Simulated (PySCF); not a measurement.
# Spinor energies of Zn⁺ (zinc, charge +1)

Start: [Ar] 3d10 4d1; 4d5/2 filled at m_j = +5/2. Calculated with PySCF 2.14 in x2c-SVPall-2c with one added diffuse shell each of s, d type (6s5p4d1f, 48 functions): generalised Hartree-Fock with the X2C-1e Hamiltonian and a Gaussian nucleus; one run each with spin-orbit coupling (SO) switched off, then screened by Boettger's factors. This is a chosen level, not necessarily the ground level.

```csv
spinor shell,electrons,"ε, spin-free (eV)","ε, screened SO (eV)",weight of nominal j (screened SO),"rms radius, screened SO (bohr)"
1s1/2,2,-9742.0,-9741.9,1.000,0.0581
2s1/2,2,-1247.8,-1247.7,1.000,0.245
2p1/2,2,-1079.7,-1096.2,1.000,0.217
2p3/2,4,-1079.7,-1071.7,1.000,0.220
3s1/2,2,-172.76,-172.76,1.000,0.733
3p1/2,2,-120.74,-122.97,1.000,0.773
3p3/2,4,-120.74,-119.66,1.000,0.780
3d3/2,4,-35.974,-36.205,0.998,0.983
3d5/2,6,-35.974,-35.824,0.999,0.990
4d5/2,1,-5.777,-5.775,1.000,6.01
```

```json
{"quantity": "E (hartree)", "spin-free": "-1793.25703", "screened SO": "-1793.29663"}
{"quantity": "M_J", "spin-free": "5/2", "screened SO": "5/2"}
{"quantity": "⟨J²⟩", "spin-free": "8.750", "screened SO": "8.750"}
{"quantity": "⟨L²⟩", "spin-free": "6.000", "screened SO": "6.002"}
{"quantity": "⟨S²⟩", "spin-free": "0.750", "screened SO": "0.751"}
```

Without spin-orbit coupling the j labels of p, d and f shells carry no meaning; the spin-free column gives the mean over the occupied spinors of each nl shell.
